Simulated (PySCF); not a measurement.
## Stationary points of TeOI₂

These are results of PBE in PySCF with Te def2-SVP with ECP28, O def2-SVP, I def2-SVP with ECP28; scalar-relativistic core potentials, no spin–orbit coupling; density-fitted integrals, not measurements.

Relaxations began from a few typed shapes. The search is not exhaustive: other isomers or separated fragments can lie lower, and high-lying points may rest on an excited occupation.

**Question.** Which is the lowest minimum found?
A. singlet Cs: Te–I 2.810 Å (×2), Te–O 1.841 Å; I–Te–I 100.4°, I–Te–O 106.3° (×2)
B. singlet C2v: Te–I 2.897 Å (×2), Te–O 1.848 Å; I–Te–I 158.8°, I–Te–O 100.6° (×2)
C. singlet Cs: Te–I 2.810 Å (×2), Te–O 1.841 Å; I–Te–I 99.9°, I–Te–O 106.3° (×2)
D. singlet C2v: Te–I 2.897 Å (×2), Te–O 1.848 Å; I–Te–I 158.1°, I–Te–O 100.9° (×2)

**Answer.** C. The others lie at 0.2 (singlet Cs), 65.2 (singlet C2v, a saddle point), 65.6 (singlet C2v, a saddle point) kJ/mol above it.

Counting electrons, tellurium keeps 2 of its valence electrons outside its bonds, so the VSEPR class is AX3E1 and the expected shape is trigonal pyramidal; with unlike ligands the computed point group is Cs.
